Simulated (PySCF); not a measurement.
SMILES c1cc(ccc1)CC(F)(F)F, singlet, GFN2-xTB optimised geometry. Atoms within 1.6 Å of the plane z = 1.0 Å (x, y, z in Å): F1 (-2.42, -1.43, 2.17), C2 (-1.70, -2.34, 1.48), F3 (-0.56, -2.53, 2.16), F4 (-2.39, -3.49, 1.56), C5 (-1.46, -1.92, 0.04), C6 (-0.70, -0.62, 0.00), C7 (-1.38, 0.59, 0.01), C8 (-0.69, 1.79, 0.01), C9 (0.70, 1.78, 0.00), C10 (1.38, 0.58, 0.00), C11 (0.69, -0.62, 0.00), H12 (-0.90, -2.72, -0.44), H13 (-2.44, -1.82, -0.44), H14 (-2.46, 0.60, 0.01), H15 (-1.22, 2.72, 0.01), H16 (1.24, 2.71, 0.00), H17 (2.46, 0.57, 0.00), H18 (1.22, -1.55, 0.00).

Level of theory: PBE0/def2-SVP (PySCF).

Map of the HOMO amplitude (bohr^(-3/2)) on the plane z = 1.0 Å; orbital energy -7.41 eV, overall sign arbitrary:

```
|5555555555555555555555555555555|
|5555555555555555555555555555555|
|5555555555555554445555555555555|
|5555555555554444444445555555555|
|5555555555444444444444455555555|
|5555555554444444444444445555555|
|5555555544444444333444445555555|
|5555555544444333323344444555555|
|5555555544443322112234444555555|
|5555555554443221000233444455555|
|5555555555443221000123444455555|
|5555555555554332101123444455555|
|5555555556665543221123444455555|
|5555555556777654432223444455555|
|5555555566788766543333444455555|
|5555555556788887655444444455555|
|5555555556789998776544444555555|
|5555555556689998876655555555555|
|5555555555678888776655555555555|
|5555555544456777666555555555555|
|5555555443234566665555555555555|
|5555554431013455555555555555555|
|5555554431013455555555555555555|
|5555555443223455555555555555555|
|5555555554444455555555555555555|
|5555555665544555555555555555555|
|5555555565555555555555555555555|
|5555555555555555555555555555555|
|5555555555555555555555555555555|
|5555555555555555555555555555555|
|5555555555555555555555555555555|
```
Scale: ten equal steps from -0.093 (start of '0') to 0.091 (end of '9'), in the order '0123456789'; x runs from -5.00 to 5.00, y from -5.00 (bottom) to 5.00 (top).
